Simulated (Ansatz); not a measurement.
A search over several starts for the lowest SCF solution of Be2N2H6⁺, that is (HBe-mu-NH2)2 with one electron fewer at the given spin, in a small basis.

```yaml
crystal:
  periodic: [false, false, false]
  atoms:
    - {symbol: Be, position_ang: [0.624351, 0.801316, -0.477860]}
    - {symbol: H, position_ang: [1.304921, 1.943621, -0.748727]}
    - {symbol: N, position_ang: [1.013035, -0.583554, 0.403745]}
    - {symbol: Be, position_ang: [-0.639241, -0.547854, 0.742644]}
    - {symbol: H, position_ang: [-1.365615, -0.907768, 1.830876]}
    - {symbol: N, position_ang: [-1.000693, 0.372440, -0.624303]}
    - {symbol: H, position_ang: [1.707629, -0.570455, 1.137386]}
    - {symbol: H, position_ang: [1.258006, -1.361463, -0.202599]}
    - {symbol: H, position_ang: [-1.736733, 1.064608, -0.621194]}
    - {symbol: H, position_ang: [-1.165660, -0.210890, -1.439979]}
basis:
  gaussian: {orbitals: def2-SVP}
total_charge: 1
magnetization: {spin_polarized: true, initial_magnetization: 1}
hamiltonian: {xc: pbe0, dispersion: d4}
output: {orbitals: {seedname: orbitals}}
```

```sh
$ ansatz run in.yaml --threads 4 --pin off --events-out ev --progress --plain --max-ram 3916MiB
```

It prints (some lines left out):

```
Functional definition: PBE0
852 factors; integrals over basis functions are off by at most 1.3e-3 eV
mean field evaluation 1: about -3847.4574 eV, gradient 6.7e1 eV
mean field evaluation 2: about -3822.0911 eV, gradient 9.3e1 eV
mean field evaluation 4: about -3865.5832 eV, gradient 1.4e0 eV
mean field evaluation 8: about -3865.8793 eV, gradient 1.3e-1 eV
mean field evaluation 16: about -3865.8796 eV, gradient 1.7e-3 eV
mean field -3865.87959551 eV, -142.0684547478 hartree, gradient 3.2e-5 eV, S^2 0.759626; 0 other end points of the search recorded, 0 dependent functions left out
reference -3865.87963832 eV, -142.0684563210 hartree; 14, 13 occupied and 62, 63 virtual orbitals, 852 factors
Total energy: -3865.99952069 eV, -142.0728619169 hartree
```

It took 2.4 s on 4 threads of Intel Xeon on a shared host.
